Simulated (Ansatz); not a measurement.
Mulliken charges of C₂H₅BClF (`BC(C)(F)Cl`) from PBE/def2-TZVPP in Ansatz (PBE0-D4/def2-TZVP geometry).

```tsv
atom	x (Å)	y (Å)	z (Å)	charge (e)
B1	-1.096	0.819	0.514	-0.240
C2	0.223	0.007	0.410	0.331
C3	0.608	-0.939	-0.671	-0.244
F4	0.934	-0.221	1.520	-0.125
Cl5	0.594	1.831	-0.162	-0.084
H6	-1.859	0.761	-0.401	0.014
H7	-1.398	1.267	1.576	0.027
H8	0.120	-0.671	-1.606	0.109
H9	1.690	-0.972	-0.807	0.109
H10	0.266	-1.934	-0.369	0.103
```

Problem. By hand: the dipole of these point charges (1 e Å = 4.8032 D).

Solution. Σ q r = (0.183, -0.425, -0.264) e Å, of length 0.533 e Å = 2.56 D.

Problem. How does the dipole of the full density compare? (An estimate is asked.)

Solution. The calculation gave: (0.146, -0.320, -0.270) e Å, 2.13 D; the point charges give 1.20 times that, at 8° from its direction.

Point charges leave out the atoms' own dipoles, such as those of lone pairs, and Mulliken's split depends on the basis, so the two needn't agree.
